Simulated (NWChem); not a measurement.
Molecule: C2H7NOSi; SMILES CO/C=N/[SiH3]

```xyz
12

C      0.7871    -2.2892     0.0000
O     -0.5519    -1.8289     0.0000
C     -0.7280    -0.5110     0.0000
N      0.2141     0.3266     0.0000
Si     0.1066     2.0624     0.0000
H      0.7352    -3.3845     0.0000
H      1.3250    -1.9293    -0.8899
H      1.3250    -1.9293     0.8899
H     -1.8150    -0.3017     0.0000
H      1.4839     2.6306     0.0000
H     -0.6119     2.5695     1.2141
H     -0.6119     2.5695    -1.2141
```
Atoms are numbered in this order, from 1.

Results from NWChem. Pople sets run with spherical d functions. All runs use the structure optimised with PBE0/def2-SVP. Not confirmed as a minimum by frequencies. GIAO values for the isolated, static molecule; σ is the absolute isotropic shielding, δ = σ(reference) − σ with the isolated reference molecule computed at the same levels (13C: tetramethylsilane, 1H: tetramethylsilane, 15N: ammonia, 17O: water, 29Si: tetramethylsilane).

| level | δ C1 (ppm) | δ O2 (ppm) | δ C3 (ppm) | δ N4 (ppm) | δ Si5 (ppm) | δ H9 (ppm) | δ H10 (rotor mean) (ppm) |
|---|---|---|---|---|---|---|---|
| BHandHLYP/pcSseg-1 | 51.8 | 171.9 | 168.3 | 245.0 | -60.9 | 7.49 | 4.58 |
| B3LYP/6-31G* | … | … | … | … | … | … | … |
| PBE/pcSseg-1 | 52.9 | 205.7 | 160.9 | 235.4 | -64.5 | 7.64 | 4.96 |

Task: Fill in the missing entries.

Result: 
- B3LYP/6-31G*, δ C1 (ppm): 48.9
- B3LYP/6-31G*, δ O2 (ppm): 154.7
- B3LYP/6-31G*, δ C3 (ppm): 146.6
- B3LYP/6-31G*, δ N4 (ppm): 200.7
- B3LYP/6-31G*, δ Si5 (ppm): -33.7
- B3LYP/6-31G*, δ H9 (ppm): 7.54
- B3LYP/6-31G*, δ H10 (rotor mean) (ppm): 4.89
